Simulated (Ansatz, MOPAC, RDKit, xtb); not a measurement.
Complex: AsH3 (SMILES [AsH3]) (first 4 atoms) with H4OSi (SMILES O[SiH3]); geometry from B3LYP-D3(BJ)/def2-TZVP, rigid monomers moved along the line of their centres of mass till As1···O5 is 2.95 Å.
(charge 0, multiplicity 1):
```xyz
10

As    -0.0935     0.0596     0.4092
H     -0.2266     0.0812    -1.1131
H     -0.2572    -1.4519     0.4691
H      1.4249    -0.0410     0.3343
O      0.7900    -0.8067     3.0923
Si    -0.2186     0.1853     3.9545
H      1.7334    -0.7582     3.2637
H     -0.0824    -0.0570     5.4126
H     -1.5850    -0.1487     3.5120
H      0.0691     1.6163     3.6948
```

Monomers are frozen at their geometry in the pair; levels with a basis set take the counterpoise correction. RDKit's UFF carries no charges.

The state reached by PM6 isn't checked.

Programs: Ansatz (a first-principles code); MOPAC for PM6 (differences of heats of formation); RDKit for the force fields; xtb for the GFN methods. Values without a source in brackets are computed.

Question: One of these levels gives -4.63 kcal/mol for the interaction energy. Name it.
A) PM6
B) UFF
C) HF/def2-SVPD
D) GFN2-xTB

Answer: D, GFN2-xTB. The others give 2.17 (UFF), -0.25 (PM6), 2.86 (HF/def2-SVPD)
